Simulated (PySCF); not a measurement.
Computed shifts of a molecule C₈H₆N₂S, HF/pcSseg-1 run with PySCF, GIAO, gas phase, equivalent atoms averaged, in ppm (number of nuclei): ¹³C: 172.0 (1), 168.2 (2), 153.0 (1), 141.8 (1), 136.5 (1), 131.7 (1), 131.2 (1). ¹⁵N: 334.0 (2). ¹H: 9.81 (1), 9.64 (1), 9.61 (1), 7.88 (1), 7.75 (1), 7.58 (1). References: ¹³C against TMS (σ = 192.6 ppm); ³³S against H2S (σ = 725.2 ppm); ¹⁵N against NH3 (σ = 267.3 ppm); ¹H against TMS (σ = 31.99 ppm), references at their B3LYP-D3(BJ)/def2-TZVP geometries, non-relativistic. Geometry optimised at r2SCAN-D4/def2-SVP. Other conformers were not sampled.

Question: Which molecule gave these data?
A) c1csc(-c2cncnc2)c1
B) c1cncc(-c2cncs2)c1
C) C=Cc1ccc2nsnc2c1
D) C=Cc1cccc2nsnc12

Answer: A, c1csc(-c2cncnc2)c1
